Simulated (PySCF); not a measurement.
C2H6Be (SMILES [CH3][Be][CH3]), singlet, at a GFN2-xTB geometry (such geometries of metal compounds can be far from the true shape). Base run: CAMB3LYP/STO-3G (PySCF).

The PySCF input:
```python
from pyscf import gto, scf, dft

mol = gto.Mole()
mol.atom = '''
    Be    0.00743945    0.00179797   -0.02008394
    C     1.34325800    0.16961268   -1.09841030
    H     2.06285984   -0.64799185   -1.04315004
    H     1.93940669    1.06889496   -0.94047812
    H     1.05888718    0.21201450   -2.15043463
    C    -1.33744142   -0.18725458    1.04331116
    H    -1.90774025   -1.10115211    0.87291218
    H    -2.07641473    0.61189152    0.97592364
    H    -1.07164775   -0.22468519    2.10024171
'''
mol.basis = 'sto-3g'
mol.verbose = 4
mol.build()

mf = dft.RKS(mol)
mf.xc = 'camb3lyp'
mf.kernel()
```

Variants of this job, named by their change:

```tsv
change	E (Eh)	HOMO (eV)	HOMO-LUMO gap (eV)	dipole (D)	core-seconds (rough)
base	-93.35125	-8.10	12.14	0.01	3
functional = hf	…	…	…	…	0.2
functional = pbe0; dispersion = d4	-93.30451	-6.68	9.52	0.01	2
functional = tpssh	…	…	…	0.01	3
functional = bp86	-93.41448	-5.31	7.05	0.01	2
functional = blyp	-93.34566	-5.11	6.98	0.01	2
functional = mn12l	-93.02672	-5.62	8.37	0.01	2
functional = pbe0; dispersion = d3bjm	…	-6.68	9.52	0.01	2
functional = lc_wpbe	…	…	…	0.01	4
functional = revpbe	-93.39880	-5.22	7.10	0.01	2
functional = o3lyp	-93.41486	-5.92	8.38	0.01	2
functional = b97m_v	-93.44843	-5.59	8.00	0.01	200
functional = mn15	-92.84693	-7.30	10.62	0.01	3
```

Task: Some entries are withheld; supply them.

Result: 
- functional = hf, E (Eh): -92.74158
- functional = hf, HOMO (eV): -10.13
- functional = hf, HOMO-LUMO gap (eV): 17.06
- functional = hf, dipole (D): 0.02
- functional = tpssh, E (Eh): -93.46136
- functional = tpssh, HOMO (eV): -6.05
- functional = tpssh, HOMO-LUMO gap (eV): 8.42
- functional = pbe0; dispersion = d3bjm, E (Eh): -93.30668
- functional = lc_wpbe, E (Eh): -93.36350
- functional = lc_wpbe, HOMO (eV): -9.63
- functional = lc_wpbe, HOMO-LUMO gap (eV): 14.94

Absolute energies of different levels of theory aren't comparable as measures of quality.
